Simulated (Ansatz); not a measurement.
`[NH2][Sn]([F])([F])[F]`, relaxed with RKS PBE-D4/def2-SVP in Ansatz from a rough embedded geometry. The force threshold is 0.03 eV/Å; the program also tests the step.

Charge 0, multiplicity 1. Sn takes the def2 core potential.

Start:

```xyz
7

N     0.417   -0.335   -1.230
Sn   -0.019    0.306    0.625
F    -0.106    2.228    0.596
F    -1.667   -0.383    1.243
F     1.368   -0.293    1.864
H     0.380   -1.440   -1.230
H    -0.372   -0.082   -1.868
```

| step | energy (eV) | largest force (eV/Å) | largest move (Å) |
| --- | --- | --- | --- |
| 1 | -15489.4310 | 2.002 | 0.000 |
| 2 | -15489.6036 | 0.545 | 0.115 |
| 3 | -15489.6141 | 0.105 | 0.026 |
| 4 | -15489.6151 | 0.044 | 0.009 |
| 5 | -15489.6154 | 0.024 | 0.010 |

End:

```xyz
7

N     0.426   -0.380   -1.277
Sn   -0.031    0.274    0.600
F    -0.117    2.209    0.631
F    -1.710   -0.329    1.379
F     1.339   -0.275    1.854
H     0.423   -1.413   -1.274
H    -0.330   -0.086   -1.914
```

Run time 4.6 s (4 threads of an Arm Neoverse V2 on a shared host); peak host memory 0.14 GiB.
